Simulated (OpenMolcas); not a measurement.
# Computed transition rates of V3+

* Program: OpenMolcas 26.06
* Method: SS-CASPT2, IPEA 0.25 Eh, imaginary shift 0.1 Eh (closed shells correlated: 3s 3p)
* Basis: ANO-RCC-VTZP [6s5p3d2f1g]
* Scalar Hamiltonian: DKH2, point nucleus
* Active space: 2 electrons in 10 orbitals (3d 4d)
* State averaging: 2S+1 = 3 even, 10 roots; 2S+1 = 1 even, 15 roots
* Spin-orbit coupling: state interaction with AMFI integrals over the reference wave functions, term energies averaged over their components

Rates come from the transition moments of the reference wave functions (E1 and E2 in the length form). At fixed line strength A goes as λ^-3 for E1 and M1 and as λ^-5 for E2, so a rate at the computed wavelength can be rescaled to the measured one. Measured vacuum wavelengths follow from level energies in Sugar and Corliss, J. Phys. Chem. Ref. Data 7, 1191 (1978). Branching counts decays inside the model space alone, at computed energies, and the table is only a selection of the E2 and M1 lines, drawn from those between levels with measured partners whose computed energy lies within a factor of 1.5 of the measured one.

```tsv
Upper	Lower	Type	λ computed (nm)	λ measured (nm)	A computed (s-1)	A rescaled (s-1)	Branching %
3d² ¹S₀	3d² ¹D₂	E2	306.4	317.4	1.54e+01	1.29e+01	96.7
3d² ¹S₀	3d² ³P₁	M1	337.1	342.2	3.92e-01		2.5
3d² ¹S₀	3d² ³P₂	E2	339.9	344.8	1.00e-01		0.6
3d² ³P₂	3d² ³F₄	E2	744.2	785.9	5.16e-02	3.93e-02	62.6
3d² ³P₁	3d² ³F₃	E2	733.9	774.4	4.83e-02	3.69e-02	59.8
3d² ¹D₂	3d² ³F₃	M1	938.7	940.4	3.83e-02		64.3
3d² ¹G₄	3d² ³F₄	M1	546.8	566.4	2.72e-02		59.3
3d² ³P₁	3d² ³F₂	E2	716.6	755.3	2.71e-02	2.08e-02	33.6
3d² ¹D₂	3d² ³F₂	M1	910.6	912.5	2.11e-02		35.4
3d² ¹G₄	3d² ³F₃	M1	534.4	553.5	1.75e-02		38.1
3d² ³P₂	3d² ³F₃	E2	721.4	761.4	1.57e-02	1.20e-02	19.0
3d² ³P₂	3d² ¹D₂	M1	3116	4002	1.19e-02		14.5
3d² ³P₁	3d² ¹D₂	M1	3364	4386	5.29e-03		6.6
3d² ³P₂	3d² ³F₂	E2	704.6	743	2.48e-03	1.90e-03	3.0
3d² ³F₄	3d² ³F₃	M1	23590	24430	1.55e-03	1.40e-03	100.0
3d² ¹G₄	3d² ¹D₂	E2	1241	1346	1.10e-03	7.33e-04	2.4
3d² ³F₃	3d² ³F₂	M1	30350	30730	9.22e-04	8.88e-04	100.0
3d² ³P₂	3d² ³F₃	M1	721.4	761.4	4.55e-04		0.6
```

Spin-changing lines and M1 lines between different terms are not rescaled, since their strength hangs on the term gaps too.

The largest correction is for 3d² ¹G₄ → 3d² ¹D₂ (E2): 1.10e-03 × (1241 / 1346)^5 = 7.33e-04 s-1, a factor of 0.67.

The computed rate and branching of 3d² ³F₃ → 3d² ³F₂ give the upper level a radiative lifetime of 1.000 / 9.22e-04 s-1 = 1.08e+03 s, counting decays inside the model space alone. The rescaled rate gives about 1.1e+03 s.

These are rates of the free ion; in crystals, glasses and complexes forced electric-dipole and non-radiative decay shorten such lifetimes by orders of magnitude. No measured rate stands beside these. Rescaling mends the energy factor alone: line strengths can still be far off where a level mixes with configurations outside the active space, and weak or spin-changing lines hang on small mixing coefficients that depend on the term gaps too, so rescaling need not improve them.

CASPT2 breaks the degeneracy within a term, and the mean is taken; among the terms shown or strongly mixed into the levels shown the widest spread is 630 cm-1 (3d² ³F). Active for correlation alone: 4d; no level in the range computed is led by a configuration that fills it, so any true level of that kind is missing. Computed and measured levels are paired by configuration, term and J; levels that our copy of the source lacks, or whose pairing is in doubt (as where it misses far off the trend of its configuration), stay unpaired. Only configurations of the active space appear.
